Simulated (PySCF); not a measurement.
Working out the ionisation energy of Cd⁺

Cd⁺ [Kr] 4d10 5s1 (2S) → Cd²⁺ [Kr] 4d10 (1S). All numbers are calculated (PySCF 2.14, a scalar-relativistic core potential, in aug-cc-pwCVDZ-PP with ECP28MDF (6s6p5d3f, 70 functions)). Frozen: 4s2 4p6. Energies in hartree (1 hartree = 27.21139 eV):

```json
{"part": "UHF", "Cd⁺ (lower)": "-166.568382", "Cd²⁺ (upper)": "-165.996350"}
{"part": "CCSD correlation", "Cd⁺ (lower)": "-0.363241", "Cd²⁺ (upper)": "-0.326441"}
{"part": "(T)", "Cd⁺ (lower)": "-0.008295", "Cd²⁺ (upper)": "-0.006204"}
```

What does Hartree-Fock give?

(-165.996350) − (-166.568382) = 0.572032 hartree = 15.566 eV.

What do CCSD and CCSD(T) give?

The CCSD correlation energies differ by 0.036800 hartree = 1.001 eV and the triples by 0.002091 hartree = 0.057 eV, so CCSD gives 16.567 eV and CCSD(T) 16.624 eV.

Measured between the centres of the two terms (NIST): 16.908 eV, so CCSD(T) (valence) is off by -0.284 eV.

A double-zeta basis recovers only part of the correlation energy.

What remains against the reference includes basis incompleteness, the frozen core and higher excitations.
